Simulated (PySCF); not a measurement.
Bond curve of SbTe

Set-up: Sb def2-SVP with ECP28, Te def2-SVP with ECP28; scalar-relativistic core potentials (PySCF 2.14). Energies in eV from Sb + Te in their ground configurations at the same level. All curves are PBE0. state 1: ²Π (doublet), unpaired electrons π ↑; state 2: ⁴Π (quartet), unpaired electrons π ↑↑↑, a second solution, started from another occupation; state 3: Ms = 0.5 determinant of mixed spin (⟨S²⟩ near 1.8), unpaired electrons π ↑↑↓, a mixture of terms (⟨Lz²⟩ = 3.0), a second solution, started from another occupation; state 4: sextet, unpaired electrons σ ↑, π ↑↑↑↑, a second solution, started from another occupation.

```json
{"R (Å)": "2.196", "state 1": "-0.969", "state 2": "1.716", "state 3": "2.056", "state 4": "8.5364"}
{"R (Å)": "2.298", "state 1": "-1.893", "state 2": "0.339", "state 3": "0.679", "state 4": "6.3990"}
{"R (Å)": "2.400", "state 1": "-2.383", "state 2": "-0.566", "state 3": "-0.225", "state 4": "4.7822"}
{"R (Å)": "2.476", "state 1": "-2.547", "state 2": "-1.016", "state 3": "-0.675", "state 4": "3.8324"}
{"R (Å)": "2.553", "state 1": "-2.585", "state 2": "-1.319", "state 3": "-0.978", "state 4": "3.0611"}
{"R (Å)": "2.630", "state 1": "-2.534", "state 2": "-1.507", "state 3": "-1.166", "state 4": "2.4350"}
{"R (Å)": "2.732", "state 1": "-2.386", "state 2": "-1.624", "state 3": "-1.282", "state 4": "1.7806"}
{"R (Å)": "2.859", "state 1": "-2.139", "state 2": "-1.619", "state 3": "-1.277", "state 4": "1.1842"}
{"R (Å)": "3.013", "state 1": "-1.810", "state 2": "-1.472", "state 3": "-1.131", "state 4": "0.7026"}
{"R (Å)": "3.217", "state 1": "-1.372", "state 2": "-1.155", "state 3": "-0.814", "state 4": "0.3203"}
```

Problem. Put a parabola through the three lowest points of the state 2 curve and estimate Re, k and ωe (reduced mass 62.62 u; 1 eV/Å² = 0.16022 mdyn/Å; ωe = 1302.8·√(k/μ) cm⁻¹).

Solution. Through R = 2.63, 2.732, 2.859 Å the second-order coefficient is 5.18 eV/Å², so Re ≈ 2.792 Å, k ≈ 1.66 mdyn/Å and ωe ≈ 212 cm⁻¹. A polynomial fit of higher order to the unrounded PBE0 energies gives Re = 2.788 Å, k = 1.38 mdyn/Å, ωe = 193 cm⁻¹; anharmonicity and rounding make the difference.

The higher-order fit for each curve: state 2: Re = 2.788 Å, ωe = 193 cm⁻¹, minimum 1.64 eV below the ground-state fragments; state 3: Re = 2.788 Å, ωe = 193 cm⁻¹, minimum 1.30 eV below the ground-state fragments. State 1 gave no clean fit. State 4 gave no clean fit.

⟨S²⟩ of the unrestricted solution departs from its pure value on part of the curve, where spin states mix. These are scalar-relativistic numbers at best; spin–orbit coupling would shift them, the dissociation energy most. The state is the lowest determinant that a PBE0 search found; another state may lie lower at other levels.
